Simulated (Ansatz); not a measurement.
Species: [Mo(=O)(F)4] (charge 0, multiplicity 1).

Task: Give a relaxed geometry from PBE-D3(BJ)/def2-SVP in Ansatz (a program for electronic structure).

Result: the end point of this relaxation.
Z-matrix (Å, degrees):
```
Mo
O 1 1.6657
F 1 1.8534 2 105.06
F 1 1.8534 2 105.06 3 180.00
F 1 1.8535 2 105.02 4 -90.00
F 1 1.8535 2 105.02 5 180.00
```
